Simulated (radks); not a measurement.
The numbers below are computed, except where a source is named.
Task: The mean radii <r> (bohr) of the occupied orbitals of an atom or ion are listed with their occupations. Code: a radial shooting solver on a logarithmic mesh with Libxc functionals. Model: non-relativistic Kohn-Sham, TPSS, spin-polarised, spherical densities, point nucleus; meta-GGA in the generalised Kohn-Sham scheme.

| orbital | occ. | <r> |
|---|---|---|
| 1s down | 1 | 0.06153 |
| 1s up | 1 | 0.06153 |
| 2s up | 1 | 0.2821 |
| 2s down | 1 | 0.2818 |
| 2p up | 3 | 0.2483 |
| 2p down | 3 | 0.2480 |
| 3s up | 1 | 0.8263 |
| 3s down | 1 | 0.8287 |
| 3p up | 3 | 0.8522 |
| 3p down | 3 | 0.8561 |
| 3d up | 2 | 0.9016 |

Name the element and its charge. Open shells, if any, are filled with parallel spins first.

Result: Z = 25, manganese, charge +5: Mn5+ in [Ar] 3d2. The 1s radius gives Z: for a bare nucleus <r> = 1.5/Z, 0.06 bohr for Z = 25, and screening makes it slightly larger (0.06153 here). The occupations add up to 20, and the charge is Z minus that.
